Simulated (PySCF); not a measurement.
These 3 structures share the formula C4H13AsGe. Method used: PBE0-D3(BJ)/def2-SVP geometry optimisation, gas phase in PySCF. Energies are electronic, without zero-point or thermal terms, for one conformer each. No frequencies were run at this level. Point groups hold within 0.08 Å.

Question: Order them by energy at this level, lowest first, and give relative energies in kJ/mol.
A. `[CH3:1][CH2:2][CH2:3][GeH2:4][AsH:5][CH3:6]` with C1–C2–C3–Ge4 63°, C2–C3–Ge4–As5 -80°, C3–Ge4–As5–C6 -176°
B. `[CH3:1][C:2]([CH3:3])([CH3:4])[GeH2:5][AsH2:6]` with C2–Ge5–As6–H -77° and -169°
C. `CC(C)(C)[AsH][GeH3]`

Answer: B (0.0), A (2.9), C (13.9).

Neighbours under 10 kJ/mol apart (C[C](C)(C)[GeH2][AsH2] and CC[CH2][GeH2][AsH]C) can change places with a better method, another conformer or zero-point energy.

```json
{"SMILES": "C[C](C)(C)[GeH2][AsH2]", "E (Eh)": "-4471.77329", "E rel (kJ/mol)": "0.0", "dipole (D)": "1.05", "point group": "–", "A, B, C (MHz)": "2589, 831.8, 742.3"}
{"SMILES": "CC[CH2][GeH2][AsH]C", "E (Eh)": "-4471.77220", "E rel (kJ/mol)": "2.9", "dipole (D)": "0.56", "point group": "C1", "A, B, C (MHz)": "2351, 874.6, 689.4"}
{"SMILES": "CC(C)(C)[AsH][GeH3]", "E (Eh)": "-4471.76799", "E rel (kJ/mol)": "13.9", "dipole (D)": "1.32", "point group": "C1", "A, B, C (MHz)": "2386, 900.9, 776.2"}
```

Question: As an exercise, what shares would exp(−E/RT) give at 298.15 K from these electronic energies alone (no entropy, no degeneracies)?

Answer: RT = 2.479 kJ/mol: C[C](C)(C)[GeH2][AsH2] 75.9 %, CC[CH2][GeH2][AsH]C 23.8 %, CC(C)(C)[AsH][GeH3] 0.3 %.
